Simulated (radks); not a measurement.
Results of a calculation; reference values are marked as such.
Problem. Ionisation of the bismuth ion Bi+, [Hg] 6p2, to Bi2+, [Hg] 6p1, under several functionals. Scalar-relativistic Kohn-Sham, spin-unpolarised, spherical densities, point nucleus; a radial shooting solver on a logarithmic mesh with Libxc functionals. The NIST Atomic Spectra Database gives 16.703 eV (measured). Rank these functionals by the error of their Delta-SCF ionisation energy: PBEsol; XLYP; SOGGA; PW91; revPBE; BLYP; PBE; exchange-only B88.

Solution. From best to worst: PW91 15.323 eV (-1.380); PBEsol 15.291 eV (-1.412); PBE 15.247 eV (-1.456); XLYP 15.246 eV (-1.457); BLYP 15.222 eV (-1.481); SOGGA 15.170 eV (-1.533); revPBE 15.148 eV (-1.555); exchange-only B88 14.439 eV (-2.264). Spin polarisation and multiplet splitting are left out, so open shells lie too high by an amount that depends on their filling. Spin-orbit splitting is averaged out at the scalar-relativistic level.

Beside tabulated values, note that spin-unpolarised runs miss the spin-polarisation part of the exchange energy of open shells, and scalar-relativistic runs lack spin-orbit coupling.
